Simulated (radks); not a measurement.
Task: All-electron atom: Gd3+ in [Kr] 4d10 4f7 5s1 5p6 5f1 (not the ground configuration). Calculated with a radial shooting solver on a logarithmic mesh with Libxc functionals: Dirac Kohn-Sham, B86b exchange with PBE correlation, spin-unpolarised, spherical densities, finite nucleus; open shells fill j = l - 1/2 first; Fermi nuclear charge, rms radius 5.1569 fm.

Spin-orbit splittings of the eigenvalues, e(l+1/2) - e(l-1/2), with zeta = 2 splitting/(2l+1) and mean radii in bohr:

| shell | occ. | splitting (eV) | zeta (eV) | <r> j=l-1/2 | <r> j=l+1/2 |
|---|---|---|---|---|---|
| 2p | 6 | 696.0 | 464.0 | 0.07745 | 0.08429 |
| 3p | 6 | 142.8 | 95.19 | 0.2336 | 0.2466 |
| 3d | 10 | 31.11 | 12.44 | 0.2187 | 0.2228 |
| 4p | 6 | 31.72 | 21.15 | 0.5649 | 0.5944 |
| 4d | 10 | 5.735 | 2.294 | 0.6301 | 0.6404 |
| 4f | 7 | ? | ? | 0.8265 | 0.8359 |
| 5p | 6 | 4.805 | 3.203 | 1.437 | 1.515 |
| 5f | 1 | 0.02642 | 0.007548 | 4.198 | 4.212 |

Estimate the 4f splitting.

Result: 0.7774 eV (zeta = 0.2221 eV).
